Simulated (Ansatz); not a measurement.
Potential energy surface of H₂O (cation, charge +1), doublet: symmetric bend, bond length relaxed. Scanned: H-O-H angle. Other coordinates (O-H bond length) were minimised at B3LYP/def2-TZVP.

The free coordinates were minimised at B3LYP/def2-TZVP in PySCF; the energy column is full CI/cc-pVDZ, frozen core (Ansatz, a quantum-chemistry and plane-wave program), in eV.

```csv
a / °,O-H bond length / Å,E
180,0.996,1.066
170.64,0.996,1.022
164.47,0.997,0.949
156.20,0.998,0.808
147.15,0.999,0.615
139.12,1.000,0.434
133.71,1.001,0.317
123.76,1.004,0.134
115.76,1.006,0.035
109.90,1.008,0.000
100.01,1.012,0.028
92.48,1.017,0.136
84.55,1.024,0.341
75.66,1.034,0.694
67.23,1.048,1.158
60,1.064,1.663
```
